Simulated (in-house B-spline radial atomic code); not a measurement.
## Ionising Cl VIII (Cl7+) with different functionals

Computed with a B-spline radial code for spherical atoms: non-relativistic Hamiltonian, point nucleus, spin-polarised at highest spin, spherical fractional occupations for the functionals, the average over the highest-spin determinants for Hartree-Fock. The ionisation energy is the difference of two self-consistent energies, [He] 2s2 2p6 → [He] 2s2 2p5, without Breit or QED terms; ε is the level of the shell that loses the electron (its least bound occupied spin orbital).

Hybrids are left out here: with spherical fractional occupations of an open shell their exact exchange keeps a self-interaction that integer-occupation calculations don't have.

```tsv
method	rung	ΔSCF (eV)	-ε(2p) (eV)
Hartree-Fock	Hartree-Fock	347.15	350.25
LDA VWN5	LDA	348.54	322.91
LDA PW92	LDA	348.53	322.90
LDA exchange-only	LDA	345.95	320.44
PBE	GGA	348.68	323.06
PBEsol	GGA	348.33	322.73
BLYP	GGA	348.78	323.15
RPBE	GGA	348.61	323.01
PW91	GGA	349.00	323.36
BP86	GGA	348.90	323.24
AM05	GGA	348.21	322.63
OLYP	GGA	?	?
TPSS	meta-GGA	349.24	323.72
SCAN	meta-GGA	?	?
r2SCAN	meta-GGA	350.91	325.86
M06-L	meta-GGA	351.04	326.11
revTPSS	meta-GGA	348.86	323.39
```

Problem. What does OLYP give?

Solution. ΔSCF 349.50 eV, and -ε(2p) = 324.06 eV.

Problem. What does SCAN give?

Solution. ΔSCF 351.09 eV, and -ε(2p) = 326.04 eV.

Problem. How do they compare with the NIST value?

Solution. NIST lists 348.31 eV ± 0.007 (measured, ground level to ground level). Errors run from -2.36 to +2.78 eV; PBEsol is closest (+0.02 eV), but part of that can be cancellation, since the calculations leave out relativity, Breit-QED terms, multiplet and fine-structure energies. Hartree-Fock also lacks correlation.
